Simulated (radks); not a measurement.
Question: The mean radii <r> (bohr) of the occupied orbitals of an atom or ion are listed with their occupations. All-electron calculation, scalar-relativistic Kohn-Sham, r2SCAN, spin-polarised, spherical densities, finite nucleus; meta-GGA in the generalised Kohn-Sham scheme; Fermi nuclear charge, rms radius of each element as measured or else 0.836 A^(1/3) + 0.57 fm. Program: a radial shooting solver on a logarithmic mesh with Libxc functionals.

orbital  occ.      <r>
1s down     1  0.01744
1s up       1  0.01744
2s up       1  0.07360
2s down     1  0.07360
2p up       3  0.06624
2p down     3  0.06624
3s up       1   0.1903
3s down     1   0.1903
3p up       3   0.1912
3p down     3   0.1912
3d up       5   0.1733
3d down     5   0.1733
4s up       1   0.4233
4s down     1   0.4234
4p up       3   0.4502
4p down     3   0.4503
4d up       5   0.4784
4d down     5   0.4783
5s up       1   0.9838
5s down     1   0.9781
4f up       7   0.5360
4f down     7   0.5342
5p up       3    1.139
5p down     3    1.131
5d up       5    1.689
6s up       1    2.803
6s down     1    3.000
5d down     2    1.752

Name the element and its charge. Open shells, if any, are filled with parallel spins first.

Answer: Z = 77, iridium, charge 0: Ir in [Xe] 4f14 5d7 6s2. The 1s radius gives Z: for a bare nucleus <r> = (2 gamma + 1)/(2Z) with gamma = sqrt(1 - (Z/c)^2), 0.01724 bohr for Z = 77, and screening makes it slightly larger (0.01744 here). The occupations add up to 77, and the charge is Z minus that.
